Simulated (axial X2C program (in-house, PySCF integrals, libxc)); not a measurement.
# Low determinants of Zr₂ at the PBE0 level, two-component

Computed with an in-house all-electron X2C program for linear molecules (integrals from PySCF). Two-component (2c) means X2C with spin–orbit coupling and atomic mean-field two-electron Coulomb and Gaunt terms. Basis: Zr dyall-cv3z [11s12p9d6f3g] (cores contracted in-house); Gaussian nuclei, density fitting, unrestricted open shells. Masses: Zr 89.905 u.

Search at 2.213 Å (vertical energies from the lowest determinant):

| ΔE (eV) | state | electrons beyond evenly filled partner blocks | electrons in ±ω = 1/2, 3/2, 5/2, 7/2 |
| --- | --- | --- | --- |
| 0.00 | Ω = 1 | ω = -1/2, ω = 3/2 | 53 23 4 0 |
| 0.07 | Ω = 3 | ω = 1/2, ω = 5/2 | 53 22 5 0 |
| 0.10 | Ω = 2 | ω = 1/2, ω = 3/2 | 53 23 4 0 |
| 0.17 | Ω = 2 | ω = -1/2, ω = 5/2 | 53 22 5 0 |
| 0.22 | Ω = 0 | none | 54 22 4 0 |
| 0.34 | Ω = 1 | 2 × ω = 1/2 | 54 22 4 0 |
| 0.63 | Ω = 1 | ω = -3/2, ω = 5/2 | 52 23 5 0 |

Lowest determinant, Ω = 1 (⟨Sz⟩ = -1.00, ⟨Lz⟩ = 2.00 at PBE0): Re = 2.203 Å, ωe = 343.4 cm⁻¹.

The determinant in row 2 of the search, Ω = 3 (⟨Sz⟩ = 1.00, ⟨Lz⟩ = 2.00 at PBE0), was followed along the bond at PBE0; measured from the minimum of the lowest determinant it gives:

Te = 0.069 eV (554 cm⁻¹), Re = 2.203 Å, ωe = 343.8 cm⁻¹.

(1) Compare the bond of the determinant in row 2 with that of the lowest one.

The search compares states at one distance, so a state with another bond length can lie lower; it is not exhaustive and yields mostly the lowest determinant of each block pattern, so other components and higher states of one pattern are missing. These are energies of single determinants, not of spin-adapted states; PBE0 term energies can be off by some tenths of an eV, and the functional has no current term. Open-shell Ω = 0 determinants with evenly filled partner blocks cannot be reached by this program, so the Ω shown need not be the lowest component. The lowest determinant need not be the ground state where others lie within half an eV.

Answers

(1) At PBE0 its Re is the same within 0.001 Å and its force constant, which goes as ωe², is 1.00 times that of the lowest determinant. T0 ≈ Te + Δωe/2 = 554 + (0) = 554 cm⁻¹.
